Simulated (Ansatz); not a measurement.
```yaml
crystal:
  periodic: [false, false, false]
  atoms:
    - {symbol: O, position_ang: [-0.095649, -0.033680, 2.149815]}
    - {symbol: C, position_ang: [-0.461887, 0.284070, 0.595217]}
    - {symbol: Si, position_ang: [0.447059, -0.347953, -0.416956]}
    - {symbol: Cl, position_ang: [2.395515, 0.062750, -0.245961]}
    - {symbol: Se, position_ang: [-0.231101, -0.289284, -2.606821]}
    - {symbol: H, position_ang: [-0.314895, -0.702903, 2.149484]}
    - {symbol: H, position_ang: [-1.607043, 0.225642, 0.362055]}
    - {symbol: H, position_ang: [-0.537650, 1.424971, 0.527003]}
    - {symbol: H, position_ang: [0.328846, -1.794435, -0.397802]}
    - {symbol: H, position_ang: [-0.265362, 1.277484, -2.313081]}
basis:
  gaussian: {orbitals: def2-TZVPP}
hamiltonian: {xc: {name: PBE-QIDH}}
relax: {f_tol: 0.0001, max_steps: 3}
output: {forces: true}
```

```sh
$ ansatz run in.yaml --threads 4 --pin off --events-out ev --progress --plain --max-ram 10444MiB
```

Shortened log:

```
Functional definition: PBE-QIDH
1775 factors; integrals over basis functions are off by at most 3.9e-4 eV
mean field evaluation 1: about -88865.6246 eV, gradient 4.5e1 eV
mean field evaluation 2: about -88865.9771 eV, gradient 4.5e1 eV
mean field evaluation 4: about -88869.9966 eV, gradient 4.8e0 eV
mean field evaluation 8: about -88870.0743 eV, gradient 5.8e-1 eV
mean field evaluation 16: about -88870.0754 eV, gradient 7.4e-4 eV
mean field -88870.07538172 eV, -3265.9150319776 hartree, gradient 9.5e-6 eV, S^2 0.000000; 0 other end points of the search recorded, 0 dependent functions left out
21 core orbitals not correlated: weight in the atoms' cores, before any rotation towards them, 1.000 or more for the frozen orbitals, at most 0.000 for the correlated occupied ones
reference -88870.07539378 eV, -3265.9150324208 hartree; 21, 21 occupied and 222, 222 virtual orbitals, 1775 factors
second order -30.82605767 eV of doubles, -0.00000000 eV of singles
relax step   1: F+E_penalty+E_count = -88880.35073428 eV  Δ(F+E_penalty+E_count) = +0.000e0 eV  max|allowed force component| = 3.443e1 eV/Å  Δτ_max = 0.0000 Å  (49 SCF iters, accepted)
1778 factors; integrals over basis functions are off by at most 4.9e-4 eV
mean field evaluation 32: about -88876.0858 eV, gradient 6.7e-4 eV
mean field -88876.08584857 eV, -3266.1359125604 hartree, gradient 1.3e-6 eV, S^2 0.000000; 0 other end points of the search recorded, 0 dependent functions left out
21 core orbitals not correlated: weight in the atoms' cores, before any rotation towards them, 1.000 or more for the frozen orbitals, at most 0.000 for the correlated occupied ones
reference -88876.08586109 eV, -3266.1359130205 hartree; 21, 21 occupied and 222, 222 virtual orbitals, 1778 factors
second order -30.79667714 eV of doubles, -0.00000000 eV of singles
relax step   2: F+E_penalty+E_count = -88886.35140762 eV  Δ(F+E_penalty+E_count) = -6.001e0 eV  max|allowed force component| = 6.203e0 eV/Å  Δτ_max = 0.1950 Å  (65 SCF iters, accepted)
1777 factors; integrals over basis functions are off by at most 8.5e-4 eV
mean field -88876.88548772 eV, -3266.1652987572 hartree, gradient 1.2e-6 eV, S^2 0.000000; 0 other end points of the search recorded, 0 dependent functions left out
21 core orbitals not correlated: weight in the atoms' cores, before any rotation towards them, 1.000 or more for the frozen orbitals, at most 0.000 for the correlated occupied ones
reference -88876.88550047 eV, -3266.1652992257 hartree; 21, 21 occupied and 222, 222 virtual orbitals, 1777 factors
second order -30.62295487 eV of doubles, -0.00000000 eV of singles
relax step   3: F+E_penalty+E_count = -88887.09313935 eV  Δ(F+E_penalty+E_count) = -7.417e-1 eV  max|allowed force component| = 2.732e0 eV/Å  Δτ_max = 0.0809 Å  (58 SCF iters, accepted)
Error: geometry relaxation did not converge after 3 steps: max|allowed force component| = 2.73e0 eV/Å (threshold 1.0e-4). Raise `relax.max_steps` over both its present limit and 3, loosen `relax.f_tol`, or start from a geometry closer to equilibrium. Where this run's directory can be resumed (`checkpoint.write`), a resume goes on for up to `relax.max_steps` more
```

(1) Something in this input is off. What?

## Answers

(1) The relaxation is allowed too few steps for its threshold. The calculation stopped without meeting its thresholds.
